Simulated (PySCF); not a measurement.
## Magnesium: highly charged ions in a basis for the neutral atom

Mg⁶⁺ [He] 2s2 2p2, Mg⁷⁺ [He] 2s2 2p1. Calculation: PySCF 2.14, in aug-cc-pVDZ-DK; the spin-free X2C one-electron Hamiltonian (Gaussian nucleus). No spin-orbit coupling, so a gap to NIST mixes the basis error with missing relativistic terms.

Changed run: basis of the neutral atom used for a highly charged ion. This setting is unsound on purpose.

| species | method | sound run (hartree) | changed run (hartree) | converged |
| --- | --- | --- | --- | --- |
| Mg⁶⁺ | UHF | not run | -179.50174 | yes |
| Mg⁶⁺ | PBE | not run | -179.58094 | yes |
| Mg⁶⁺ | M06-L | not run | -179.70252 | yes |
| Mg⁷⁺ | UHF | not run | -171.19201 | yes |
| Mg⁷⁺ | PBE | not run | -171.24270 | yes |
| Mg⁷⁺ | M06-L | not run | -171.35439 | yes |

Ionisation energy of Mg⁶⁺:

```json
{"method": "UHF", "changed run (eV)": "226.12", "NIST (eV)": "225.02 ± 0.06"}
{"method": "PBE", "changed run (eV)": "226.89", "NIST (eV)": "225.02 ± 0.06"}
{"method": "M06-L", "changed run (eV)": "227.16", "NIST (eV)": "225.02 ± 0.06"}
```

The contracted functions were made for the neutral atom and can be too rigid for a highly charged ion.
